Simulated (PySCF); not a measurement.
# Electronic absorption of C3H4F3PSe

Species: C3H4F3PSe.
SMILES with atom numbers: `[F:1][C:2]([F:3])([F:4])[C@@H:5]1[CH2:6][P@@H:7]1=[Se:8]` (hydrogens: H9 on C5; H10, H11 on C6; H12 on P7)

Method: TDDFT PBE0/def2-SVPD, vertical, gas phase, core orbitals frozen in the response in PySCF 2.14.0, density-fitted response routines. Isolated species at its PBE0-D3(BJ)/def2-SVP geometry, gas phase. The PBE0/def2-SVPD calculation is non-relativistic and has no spin–orbit coupling, an omission that weighs most on selenium. Torsions of this conformer, `[F:1][C:2]([F:3])([F:4])[C@@H:5]1[CH2:6][P@@H:7]1=[Se:8]`: F1–C2–C5–C6 158°.

| state | E (eV) | E (kJ/mol) | λ (nm) | f | main configurations (H = HOMO, L = LUMO) |
| --- | --- | --- | --- | --- | --- |
| S1 | 4.31 | 416 | 287.5 | 0.0090 | H→L (98%) |
| S2 | 4.58 | 442 | 270.8 | 0.011 | H-1→L (94%) |
| S3 | 4.92 | 475 | 252.0 | 0.0006 | H-1→L+1 (87%), H→L+2 (9%) |
| S4 | 5.10 | 492 | 243.3 | 0.035 | H→L+1 (58%), H→L+2 (19%), H-1→L+2 (16%) |
| S5 | 5.10 | 492 | 243.0 | 0.011 | H→L+2 (69%), H→L+1 (12%), H-1→L+1 (11%) |
| S6 | 5.67 | 547 | 218.5 | 0.164 | H-1→L+2 (73%), H→L+1 (17%) |
| S7 | 6.22 | 600 | 199.3 | 0.029 | H→L+3 (49%), H→L+4 (46%) |
| S8 | 6.46 | 623 | 192.0 | 0.042 | H→L+4 (51%), H→L+3 (47%) |
| S9 | 6.60 | 636 | 188.0 | 0.094 | H-1→L+4 (72%), H-1→L+3 (18%) |
| S10 | 6.73 | 649 | 184.3 | 0.022 | H-1→L+3 (71%), H-1→L+4 (23%) |

Triplets (Tamm–Dancoff): T1 3.78 eV, H→L (96%); T2 3.97 eV, H-1→L (95%); T3 4.20 eV, H→L+1 (95%); T4 4.66 eV, H-1→L+1 (90%).

The lowest singlet comes at 287 nm (416 kJ/mol) in the ultraviolet; it is weak; its leading configuration is HOMO→LUMO (98%). The most intense listed level is S6 at 5.67 eV (219 nm, f = 0.164), 1.36 eV above S1. S4/S5 lie within about 0.01 eV of each other. Löwdin shares by element: HOMO selenium 70%, phosphorus 15%, carbon 12% or more; LUMO selenium 45%, phosphorus 22%, hydrogen 11% or more, carbon 9% or more. Of the 10 states listed, 8 reach f = 0.01 and none stays under 0.0005. Orbital energies (eV): HOMO-3 -10.25, HOMO-2 -10.02, HOMO-1 -6.85, HOMO -6.60, LUMO -0.84, LUMO+1 -0.49, LUMO+2 -0.31. The oscillator strengths of these states sum to 0.419; summed over the whole spectrum of an exact calculation they would give the number of electrons, 98 (Thomas–Reiche–Kuhn). The vertical ionisation energy (ΔSCF) is 8.56 eV, 1.83 eV above S10. Only the lowest 10 singlets were computed, as vertical energies without vibronic structure.
